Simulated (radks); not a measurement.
Results of a calculation; reference values are marked as such.
Orbital eigenvalues (eV) of neutral lutetium, [Xe] 4f14 5d1 6s2, at several levels of relativity; Dirac values are averaged over j with weights 2j + 1. Spin-unpolarised spherical Kohn-Sham, PBE, point nucleus unless stated (finite: rms radius 5.37 fm), a radial shooting solver on a logarithmic mesh with Libxc functionals. A level marked "c x" has the speed of light scaled by that factor and shares open shells by 2j + 1; other Dirac levels either fill j = l - 1/2 first or share by 2j + 1.

\begin{tabular}{lrrrrr}
shell & non-rel. & scalar-rel. & Dirac, 2j+1 shares, finite nucleus & Dirac, c x 0.75 & change of magnitude, last against first (%) \\ \hline
2p & -9100.2 & -9470.3 & -9509.7 & -9932.4 & +9.15 \\
3s & -2136.6 & -2439.8 & -2434.4 & -2757.1 & +29.04 \\
3p & -1947.3 & -2051.1 & -2059.4 & -2170.7 & +11.47 \\
3d & -1594.5 & -1584.7 & -1581.4 & -1566.8 & -1.74 \\
4s & -411.53 & -485.71 & -484.58 & -565.82 & +37.49 \\
4p & -334.01 & -358.18 & -360.39 & -387.62 & +16.05 \\
4d & -193.73 & -191.92 & -191.51 & -189.42 & -2.22 \\
5s & -50.831 & -61.059 & -60.900 & -73.307 & +44.22 \\
5p & -30.119 & -31.662 & -32.005 & -34.564 & +14.76 \\
4f & -15.236 & -9.6239 & -9.5771 & -5.4136 & -64.47 \\
6s & -4.0980 & -4.6594 & -4.6593 & -5.4393 & +32.73 \\
5d & -2.6345 & -1.7496 & -1.7590 & -1.1697 & -55.60 \\
\end{tabular}
